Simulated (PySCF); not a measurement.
## How a change of structure moves an absorption spectrum

Theory: TDDFT B3LYP/def2-SVPD, vertical, gas phase, core orbitals frozen in the response (PySCF 2.14.0, density-fitted response routines). Geometries: GFN2-xTB; one conformer of each isolated species. Triplets are in the Tamm–Dancoff approximation. 'Strongest' means the level of largest summed f among the lowest 8 singlets; it needn't be the same kind of state in each.

Parent: `C1=C[SiH2][SiH2]C1`, with lowest singlet excitation energy 6.06 eV, LUMO energy -0.42 eV, HOMO–LUMO gap 6.90 eV, energy of the strongest computed level 6.71 eV, S1–T1 gap 1.68 eV. Its spectrum: 6.06 eV (f 0.002); 6.28 eV (f 0.001); 6.37 eV (f 0.054); 6.71 eV (f 0.071); 6.76 eV (f 0.001).

Shifts from the parent:

| change | SMILES | Δ S1 (eV) | Δ LUMO (eV) | Δ gap (eV) | Δ strongest (eV) | Δ S1−T1 (eV) |
| --- | --- | --- | --- | --- | --- | --- |
| H on C replaced by Cl | Cl[C@@H]1C=C[SiH2][SiH2]1 | -0.75 | -0.74 | -0.55 | -0.33 | -0.55 |
| H on C replaced by vinyl | C=C[C@@H]1C=C[SiH2][SiH2]1 | -0.72 | -0.10 | -0.62 | -0.14 | -0.67 |

Problem. Predict the same shifts for this change: H on C replaced by CH2F (`FC[C@@H]1C=C[SiH2][SiH2]1`).

Solution. Δ lowest singlet excitation energy -0.06 eV, Δ LUMO energy -0.16 eV, Δ HOMO–LUMO gap -0.01 eV, Δ energy of the strongest computed level +0.18 eV, Δ S1–T1 gap -0.06 eV. Spectrum: 6.00 eV (f 0.002); 6.42 eV (f 0.075); 6.52 eV (f 0.007); 6.65 eV (f 0.005); 6.81 eV (f 0.020). S1 falls most with H on C replaced by Cl (-0.75 eV); all changes lower it. S1 is simply the lowest singlet of each species and needn't be the same kind of state throughout.

Lowest levels of each derivative:
- `Cl[C@@H]1C=C[SiH2][SiH2]1`: 5.31 eV (f 0.001); 5.93 eV (f 0.041); 6.11 eV (f 0.011)
- `FC[C@@H]1C=C[SiH2][SiH2]1`: 6.00 eV (f 0.002); 6.42 eV (f 0.075); 6.52 eV (f 0.007)
- `C=C[C@@H]1C=C[SiH2][SiH2]1`: 5.33 eV (f 0.004); 5.77 eV (f 0.080); 6.05 eV (f 0.024)
